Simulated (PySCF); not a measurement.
Level of theory: r2SCAN-D4/def2-TZVP run with PySCF 2.14.0. Gas-phase values, no solvent. One relaxed conformer stands for a flexible species; it need not be the lowest. Excitations are Tamm–Dancoff values on a coarser integration grid. The basis has no diffuse functions, so Rydberg states are missing or too high.

Reference species (SMILES): `[Cl][Sn]([Cl])([Cl])[Cl]` (neutral, multiplicity 1).

The HOMO is -8.71 eV and the S1 excitation (TDA) comes out as 4.80 eV. The S1 oscillator strength comes out as 0.000. The LUMO comes out as -4.01 eV.

Changed species: `[OH][Sn]([OH])([OH])[OH]` (4 of 4 Cl replaced by OH; the reference has 0 of 4 Cl replaced by OH).

### Question
Predict the effect on the HOMO, S1 excitation (TDA), S1 oscillator strength and LUMO.

### Answer
the HOMO rises by 0.92 eV, to -7.79 eV; the S1 excitation (TDA) rises by 0.70 eV, to 5.50 eV; the S1 oscillator strength goes up by 0.019, to 0.019; the LUMO increases by 1.61 eV, to -2.40 eV.
